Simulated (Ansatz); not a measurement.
`F[SiH2]OP` + PH₃ → `PP` + `O[SiH2]F` at 400 K and 1 bar (ligand exchange at a P–O bond).

Gas-phase electronic energies from Ansatz, PBE0-D4/def2-TZVP geometries. CBS: MP2 limit from def2 TZ/QZ plus the TZ coupled-cluster correction, frozen cores. This one scheme is used for every species. Each species was taken in one conformer, which may not be the lowest.

```
    species  CCSD(T)/CBS energy (Eh)  H − E (kJ/mol)  S (J/(mol·K))
`F[SiH2]OP`               -807.49610           141.1          361.6
        PH₃               -342.72256            77.1          221.7
       `PP`               -684.26248           112.6          293.5
 `O[SiH2]F`               -465.96250           110.6          296.9
```

H − E and S are ideal-gas, rigid-rotor, harmonic terms from PBE0-D4/def2-TZVP, for one conformer and one mirror image of each species. 1 Eh = 2625.50 kJ/mol, R = 8.31446 J/(mol·K).

Problem. By hand: ΔE, ΔH, ΔS and ΔG.

Solution. ΔE = (-684.26248) + (-465.96250) − (-807.49610) − (-342.72256) = -0.00632 Eh = -16.6 kJ/mol. Δ(H − E) = 112.6 + 110.6 − 141.1 − 77.1 = 5.0, so ΔH = -11.6 kJ/mol. ΔS = 293.5 + 296.9 − 361.6 − 221.7 = 7.1 J/(mol·K). ΔG = -11.6 − 400 × (7.1)/1000 = -14.4 kJ/mol.

Problem. By hand: the equilibrium constant, and the temperature at which ΔG would vanish if ΔH and ΔS stayed fixed.

Solution. log₁₀ K = −ΔG/(RT ln 10) = 1.9. ΔH and −TΔS have one sign here, so there is no such temperature.

The number of gas molecules stays the same, so ΔS is small and ΔH decides. A doubt of 5 kJ/mol in ΔE shifts log₁₀ K by 0.7 here. Other conformers and mirror images would add mixing entropy, several J/(mol·K) or more a flexible species. Modes under 60 cm⁻¹, often nearly free rotors, make the harmonic entropy too high. These are equilibria of isolated gas molecules and say nothing of rates. Largest T1 diagnostic: 0.014 (customary marks: 0.02 for closed shells, 0.045 for open ones).

ΔS is within the doubt of such terms, so its sign, and with it that verdict, could turn.
